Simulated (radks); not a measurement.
Valence configurations of Sm+ (all share [Xe]). All-electron calculation, Dirac Kohn-Sham, LDA (Slater exchange, Perdew-Wang correlation), spin-unpolarised, spherical densities, finite nucleus; open shells are shared between the two j in proportion to 2j + 1; Fermi nuclear charge, rms radius 5.0819 fm. Program: a radial shooting solver on a logarithmic mesh with Libxc functionals. Energies are relative to 4f6 6s1; eigenvalues in eV.

valence          E (eV)  e(4f5/2)  e(4f7/2)  e(5d3/2)  e(5d5/2)  e(6p1/2)
4f6 6s1           0.000    -9.142    -8.598         -         -         -
4f5.5 6s1.5       0.798   -12.870   -12.298         -         -         -
4f5.5 5d0.5 6s1   1.190   -11.820   -11.249    -8.235    -7.976         -
4f6 5d1           1.424    -7.407    -6.865    -6.367    -6.162         -
4f6 6s0.5 6p0.5   1.608    -9.744    -9.199         -         -    -6.031
4f7               2.062    -3.782    -3.294         -         -         -
4f5 6s2           3.204   -17.069   -16.469         -         -         -
4f6 6p1           3.228   -10.334    -9.788         -         -    -6.323
4f5 5d1 6s1       3.460   -14.783   -14.185    -8.903    -8.615         -
4f5 6s0.5 6p1.5   8.880   -18.823   -18.221         -         -    -7.541

NIST lists [Xe] 4f6 6s1 as the ground configuration; this level of theory agrees among the configurations tried. The energies are those of spherical spin-averaged densities, not of single terms.
